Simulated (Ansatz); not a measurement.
Molecule: C$_{4}$H$_{8}$OSi, net charge 0, singlet state. 
Structure (B3LYP-D3(BJ)/def2-TZVP (Ansatz, a quantum-chemistry and plane-wave program) minimum search):
```
C
C 1 1.3328
H 2 1.0821 1 120.16
H 2 1.0827 3 118.13 1 179.98
C 1 1.5017 2 123.55 3 179.98
H 5 1.0891 1 111.00 2 -0.07
H 5 1.0931 6 107.93 1 -122.34
H 5 1.0932 6 107.91 7 -115.32
C 1 1.5044 2 118.45 3 0.10
O 9 1.2168 1 121.93 2 -1.17
Si 9 1.9412 10 117.14 1 -179.91
H 11 1.4750 9 107.18 10 0.16
H 11 1.4830 12 110.43 9 120.25
H 11 1.4831 12 110.43 13 119.54
```

Computed values are from Ansatz. Valence correlation only, unless marked. UHF or UKS for open shells. Spin-orbit coupling is left out. Non-relativistic. CBS(X,Y): correlation extrapolated as X^-3; Hartree-Fock from the larger set.

The Hartree-Fock reference is unstable (checked in the largest basis), which strains HF and MP2. 

Problem. What is the atomisation energy De at CCSD(T)/CBS(cc-pV(T+d)Z,cc-pV(Q+d)Z)?

Solution. 5544.4 kJ/mol.

Problem. What is the total energy at CCSD(T)/CBS(cc-pV(T+d)Z,cc-pV(Q+d)Z)?

Solution. -521.2127 Eh.

Problem. What is the dipole moment at CCSD(T)/aug-cc-pV(D+d)Z?

Solution. 2.55 D.

Problem. What is the T1 diagnostic at CCSD/cc-pV(Q+d)Z?

Solution. 0.014.
